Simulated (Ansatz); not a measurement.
Gas-phase electronic energies from Ansatz, PBE0-D4/def2-TZVP geometries. CBS: MP2 limit from def2 TZ/QZ plus the TZ coupled-cluster correction, frozen cores. This one scheme is used for every species. DFT in def2-TZVPP. B3LYP here is the variant with VWN-RPA as its local correlation; programs differ in this. For Ga outer-core shells are correlated without core-valence functions, which leaves a few kJ/mol of doubt a bond. Scalar relativity is left out up to krypton. Each species was taken in one conformer, which may not be the lowest.

Consider the hydrogenolysis of a C–Ga bond: `CN[C](O)(F)[GaH2]` + H₂ → `CNC(O)F` + `[GaH3]`.

`CN[C](O)(F)[GaH2]`:

Z-matrix (Å, degrees):
```
C
N 1 1.449
H 1 1.091 2 109.0
H 1 1.097 2 114.3 3 121.8
H 1 1.092 2 109.5 3 -117.5
C 2 1.425 1 116.0 3 176.1
H 2 1.016 1 112.5 3 -55.9
F 6 1.396 2 104.1 1 170.7
O 6 1.391 2 116.0 1 53.1
Ga 6 2.021 2 113.4 1 -71.5
H 9 0.969 6 109.2 2 55.3
H 10 1.569 6 120.4 2 38.7
H 10 1.565 6 117.7 2 -139.4
```

H₂:

Cartesian coordinates in Å:
```
H -0.281 -0.125 -0.212
H 0.281 0.125 0.212
```

`CNC(O)F`:

Cartesian coordinates in Å:
```
C -0.633 1.038 0.551
N -0.621 -0.096 -0.361
C 0.491 -0.959 -0.269
O 1.661 -0.338 -0.664
F 0.747 -1.383 1.022
H -0.731 0.749 1.603
H 0.294 1.600 0.441
H -1.461 1.697 0.285
H -1.481 -0.623 -0.318
H 0.284 -1.869 -0.847
H 1.448 0.183 -1.444
```

`[GaH3]`:

Cartesian coordinates in Å:
```
Ga 0.000 0.000 0.001
H 0.195 1.513 0.364
H 1.052 -0.731 -0.906
H -1.247 -0.782 0.541
```

```csv
level,ΔE (kcal/mol),difference from CCSD(T)/CBS
PBE-D4,-10.8,1.3
r2SCAN-D4,-12.7,-0.6
PBE0-D4,-13.7,-1.6
B3LYP-D4,-12.4,-0.3
ωB97X-V,-14.2,-2.1
ωB97M-V,-13.5,-1.4
B2PLYP,-14.7,-2.6
PBE,-12.9,-0.8
r2SCAN,-13.3,-1.2
PBE0,-15.5,-3.4
B3LYP,-15.7,-3.6
HF/def2-TZVPP,-23.0,-10.9
MP2/def2-TZVPP,-12.4,-0.3
SCS-MP2/def2-TZVPP,-14.1,-2.0
CCSD/def2-TZVPP,-15.3,-3.2
CCSD(T)/def2-TZVPP,-13.5,-1.4
HF/def2-QZVPP,-23.3,-11.2
MP2/def2-QZVPP,-11.6,0.5
SCS-MP2/def2-QZVPP,-13.5,-1.4
HF/CBS(def2),-23.3,-11.2
MP2/CBS(def2),-10.9,1.2
CCSD/CBS(def2),-13.8,-1.7
CCSD(T)/CBS,-12.1,0
```

Largest T1 diagnostic among the species: 0.013.

In def2-TZVPP, CCSD(T) changes the Hartree–Fock value by +9.5 kcal/mol (the triples alone add +1.7 kcal/mol) and MP2 by +10.6 kcal/mol. From PBE to PBE0 (25 % exact exchange), in def2-TZVPP and without D4, ΔE moves by −2.6 kcal/mol.
